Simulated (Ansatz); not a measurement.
Species: C₅H₆FN (charge 0, singlet). 
Coordinates optimised at B3LYP-D3(BJ)/def2-TZVP (Ansatz, an electronic-structure program):
SMILES: Cn1cccc1F
```xyz
13

C     -2.0380    -0.1786     0.0553
N     -0.5968    -0.3135     0.0639
C      0.1211    -1.4949     0.0702
C      1.4545    -1.1872    -0.0133
C      1.5774     0.2325    -0.0805
C      0.2981     0.7079    -0.0342
F     -0.1582     1.9636    -0.0659
H     -2.4255    -0.1001    -0.9629
H     -2.3296     0.7107     0.6107
H     -2.4758    -1.0515     0.5352
H     -0.3871    -2.4407     0.1383
H      2.2649    -1.8962    -0.0163
H      2.4752     0.8213    -0.1445
```

Atomisation energy built up term by term with Ansatz (kcal/mol; UHF references for open shells; valence terms freeze the core; atomic spin-orbit terms are left out). CBS(X,Y): correlation extrapolated as X^-3; Hartree-Fock from the larger set.

```csv
term,basis,kcal/mol
Hartree-Fock,cc-pVQZ,973.20
CCSD correlation,"CBS(cc-pVTZ,cc-pVQZ)",(withheld)
(T),"CBS(cc-pVTZ,cc-pVQZ)",(withheld)
core correlation,cc-pwCVTZ,6.71
scalar relativity (X2C),cc-pVTZ-DK against cc-pVTZ,-1.36
sum: De,,(withheld)
```

Task: Fill in the missing entries.

Result: 
- CCSD correlation, kcal/mol: 360.47
- (T), kcal/mol: 29.88
- sum: De, kcal/mol: 1368.9
